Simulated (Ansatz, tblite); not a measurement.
Forces on trans-NiH(PF3)2F (NiP₂HF₇) at its PBE-D4/def2-SVP geometry. Charge 0, multiplicity 1.

The xTB rows come from tblite.

GFN1-xTB (tblite), largest force 0.91 eV/Å:

```xyz
11
positions Å, forces eV/Å
Ni    0.042   -0.012   -0.076   -0.111    0.036    0.197
H    -0.708    0.247    1.151    0.120   -0.040   -0.195
P     1.558    1.126    0.779    0.382   -0.016   -0.392
F     2.971    0.416    0.997   -0.578    0.366   -0.006
F     1.389    1.780    2.227    0.144   -0.249   -0.624
F     2.039    2.424   -0.017   -0.172   -0.497    0.430
F     0.974   -0.327   -1.590   -0.461    0.161    0.762
P    -1.618   -1.106   -0.682    0.146   -0.172   -0.493
F    -2.354   -0.642   -2.021    0.213   -0.235    0.603
F    -2.900   -1.255    0.260    0.517    0.020   -0.459
F    -1.393   -2.649   -1.030   -0.200    0.625    0.177
```

GFN2-xTB (tblite), largest force 0.94 eV/Å:

```
Ni -0.453 0.167 0.773
H 0.208 -0.067 -0.333
P 0.215 -0.231 -0.676
F -0.484 0.792 0.134
F 0.560 -0.046 -0.606
F 0.116 -0.499 0.786
F -0.270 0.086 0.432
P 0.511 -0.025 -0.548
F -0.026 -0.610 0.710
F 0.266 -0.242 -0.745
F -0.643 0.677 0.074
```

PBE-D4/def2-TZVP (Ansatz), largest force 1.63 eV/Å:

```
Ni -0.076 0.027 0.124
H -0.005 0.001 0.009
P 1.188 0.891 0.672
F -0.811 0.356 -0.137
F 0.062 -0.357 -0.765
F -0.306 -0.735 0.414
F 0.198 -0.068 -0.324
P -1.304 -0.856 -0.471
F 0.441 -0.221 0.747
F 0.692 0.095 -0.478
F -0.080 0.868 0.210
```
